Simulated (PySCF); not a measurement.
**Correlation energy of F (fluorine, neutral)**

[He] 2s2 2p5, 2P determinant. All numbers are calculated (PySCF 2.14, the non-relativistic Hamiltonian (point nucleus), in def2-TZVP (5s3p2d1f, 31 functions)). Frozen: 1s2; 7 electrons correlated.

MP2 pair energies summed by pair of shells (mhartree):

```tsv
pair	energy	share (%)
2p-2p	-121.89	61.6
2s-2p	-66.00	33.4
2s-2s	-9.90	5.0
```

Total MP2 correlation energy: -197.79 mhartree.

Same-spin part -47.88 and opposite-spin part -149.91 mhartree; SCS-MP2 scales them by 1/3 and 6/5 to -195.85 mhartree.

| level | correlation energy (mhartree) |
| --- | --- |
| CCSD | -209.82 |
| (T) | -3.43 |
| CCSD(T) | -213.25 |

Diagnostics: T1 = 0.0062, D1 = 0.0107, largest double amplitude 0.036.

Cost of the coupled-cluster step: 0.46 s of wall time on 1 thread of Intel(R) Xeon(R) Platinum 8488C (shared host), for 7 correlated electrons.

Iterations:

```
CC2 = 0
CCSD nocc = (np.int64(4), np.int64(3)), nmo = (30, 30)
frozen orbitals [[0], [0]]
max_cycle = 100
direct = 0
conv_tol = 1e-08
conv_tol_normt = 1e-06
diis_space = 8
diis_start_cycle = 0
Init t2, MP2 energy = -0.197790926973505
Init E_corr(UCCSD) = -0.197790926976088
cycle = 1  E_corr(UCCSD) = -0.206609548395481  dE = -0.00881862142  norm(t1,t2) = 0.0262329
cycle = 2  E_corr(UCCSD) = -0.20898737250355  dE = -0.00237782411  norm(t1,t2) = 0.00751431
cycle = 3  E_corr(UCCSD) = -0.209770371416771  dE = -0.000782998913  norm(t1,t2) = 0.0035359
cycle = 4  E_corr(UCCSD) = -0.209845593971981  dE = -7.52225552e-05  norm(t1,t2) = 0.00112129
cycle = 5  E_corr(UCCSD) = -0.209816548626861  dE = 2.90453451e-05  norm(t1,t2) = 0.00049638
cycle = 6  E_corr(UCCSD) = -0.209824291184146  dE = -7.74255728e-06  norm(t1,t2) = 6.65536e-05
cycle = 7  E_corr(UCCSD) = -0.209824427611061  dE = -1.36426915e-07  norm(t1,t2) = 1.33715e-05
cycle = 8  E_corr(UCCSD) = -0.209824022227397  dE = 4.05383664e-07  norm(t1,t2) = 3.11596e-06
cycle = 9  E_corr(UCCSD) = -0.209824099247897  dE = -7.70205009e-08  norm(t1,t2) = 7.35915e-07
cycle = 10  E_corr(UCCSD) = -0.209824098097327  dE = 1.15057067e-09  norm(t1,t2) = 1.34856e-07
UCCSD converged
E(UCCSD) = -99.62162259849354  E_corr = -0.2098240980973268
UCCSD(T) correction = -0.00343449366035195
```
